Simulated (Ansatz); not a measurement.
A made-up structure of Si2IF, singlet:

```xyz
4
angstrom
F 0.8871 -0.7855 -0.0255
Si 1.2623 0.1572 1.2612
Si -1.5546 -0.4912 0.2193
I -0.5948 1.1195 -1.4550
```

It is relaxed with PBE-D4/def2-SVP and then PBE0-D4/def2-TZVP (Ansatz 0.2.0). Atoms count as bonded within 1.22 times the sum of their covalent radii (H–H: 0.88 Å). The end point is not checked to be a true minimum.

(1) Does its bonding change? (Judge from chemistry; the calculation decides.)

## Answers

(1) The calculation gives: Yes. Formed: F1–Si3, Si2–Si3, Si2–I4; broken: none.

Where it ends: The first stage lowers the energy by 1.74 eV in 9 steps. It ends as Si₂IF ([F]1[Si]2[I][Si]12):
```
4
angstrom
F 0.7278 -1.1679 0.0304
Si 0.8229 0.5181 0.9024
Si -1.0801 -0.6814 0.3593
I -0.4706 1.3312 -1.2920
```

Labels in which every atom is bracketed show which atoms are joined, not bond orders.

For scale, one of the runs: PBE0-D4/def2-TZVP relaxation, 155 basis functions, launched by `ansatz run in.yaml --threads 2 --pin off --events-out ev --progress --plain --max-ram 4352MiB`. The run took about 26 s on 2 CPU threads of an Arm Neoverse V1 (shared host).
